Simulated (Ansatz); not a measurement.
Total energies of (ClBe-mu-H)2 (Be2H2Cl2) from Ansatz at r2SCAN-D4/def2-TZVP, gas phase (1 Eh = 27.2114 eV = 2625.5 kJ/mol). The reference geometry is relaxed at PBE-D4/def2-TZVP.

```
                 state   geometry  energy (Eh)
      charge 0 singlet  reference   -951.19328
      charge 1 doublet  reference   -950.80662
free Be atom (singlet)          –    -14.64790
free Cl atom (doublet)          –   -460.11688
 free H atom (doublet)          –     -0.49993
```

Work out the vertical ionisation energy to the doublet.

E(charge 1 doublet) − E(charge 0 singlet) = -950.80662 − (-951.19328) = 0.38666 Eh = 10.52 eV. For comparison, −ε of the highest occupied level is 7.80 eV at this level, 2.72 eV less.

What is the binding energy per atom against free atoms?

Atoms: 2 × (-14.64790) + 2 × (-460.11688) + 2 × (-0.49993) = -950.52942 Eh. Binding: -950.52942 − (-951.19328) = 0.66386 Eh = 18.06 eV, or 3.01 eV for each of 6 atoms (no zero-point energy, no counterpoise term).
